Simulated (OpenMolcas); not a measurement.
# Ag2+: effect of the metal basis

Ag2+ with its 8 nearest fluoride ions at 2.487 Å, on the Ba site of BaF2 (a = 6.2001 Å, distance in the model lattice 2.685 Å). The rest of the host is ab initio model potentials to 7.6 Å and point charges beyond; the distance is set by hand and nothing relaxes.

| Quantity | Value |
| --- | --- |
| Program | OpenMolcas 26.06 |
| Method | CASSCF |
| Spin-orbit coupling | state interaction with AMFI integrals over the reference wave functions |

Fixed: ligand basis ANO-RCC-VDZP, active space 9 electrons in 5 orbitals (4d), DKH2 Hamiltonian.

States (labels of O, the rotations of Oh). Energies in cm-1 above the lowest state or level, χT in cm3 K/mol; under a threefold ground state the first gap can be a small split of the lowest multiplet, not the spin-orbit step; 10Dq is the gap between the two states; 10Dq is negative for this site.

```json
{"Run": "A", "Metal basis": "ANO-RCC-VDZP", "Ground state": "2T2", "First state of that spin": "2E 3422", "10Dq": "-3422", "First gap with spin-orbit (degeneracies)": "1425 (2, 4)", "χT at 300 K": "0.678", "Cost": "roughly 10 core-seconds"}
{"Run": "B", "Metal basis": "ANO-RCC-VTZP", "Ground state": "2T2", "First state of that spin": "2E 3376", "10Dq": "-3376", "First gap with spin-orbit (degeneracies)": "1401 (2, 4)", "χT at 300 K": "0.690", "Cost": "roughly 18 core-seconds"}
```

Against A, |10Dq| changes by -1.3 % in B.

Costs are those of the RASSCF and RASSI steps.

An orbital triplet at a regular site is open to Jahn-Teller coupling, which can distort the site and quench the lowest spin-orbit gaps and is left out. With metal d orbitals alone the field can be off either way by tens of per cent. Ligand-to-metal charge-transfer states are missing. No measured value stands beside these numbers; the geometry was set by hand and not optimised.
